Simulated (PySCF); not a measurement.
# Relaxation of quintet [RhO2]+

Method: UPBE0 in PySCF with Rh def2-TZVP with ECP28, O def2-TZVP; scalar-relativistic core potentials, no spin–orbit coupling; density-fitted integrals. A (50,194) grid was used.

A hand-made side-on start, of C2v symmetry, held to at least that symmetry:

```xyz
3
charge 1 multiplicity 5, angstrom
Rh    0.0000    0.0000   -0.4234
O     0.7000    0.0000    1.3619
O    -0.7000    0.0000    1.3619
```

Optimiser trace:
| step | E − E(last) (kJ/mol) | largest gradient (Eh/bohr) |
| --- | --- | --- |
| 0 | 108.75 | 0.06421 |
| 1 | 57.07 | 0.06483 |
| 2 | 35.15 | 0.11808 |
| 3 | 10.94 | 0.01313 |
| 4 | 6.97 | 0.00925 |
| 5 | 2.23 | 0.00808 |
| 6 | 0.80 | 0.00679 |
| 7 | 0.11 | 0.00174 |
| 8 | 0.01 | 0.00042 |
| 9 | 0.00 | 0.00005 |

It ends at C2v with O–O 1.203 Å (after a last refinement on a finer grid). The molecule has come apart into Rh + O₂. A frequency run shows 1 imaginary mode, down to 164i cm⁻¹, so it is a saddle point.

Final geometry:
Coordinates in bohr (charge 1 multiplicity 5):
```
Rh    0.0000    0.0000   -1.1748
O     1.1363    0.0000    3.7570
O    -1.1363    0.0000    3.7570
```

Other spin states or occupations of the open shell can lie lower.

The relaxation took of the order of 60 core-seconds on a shared host.
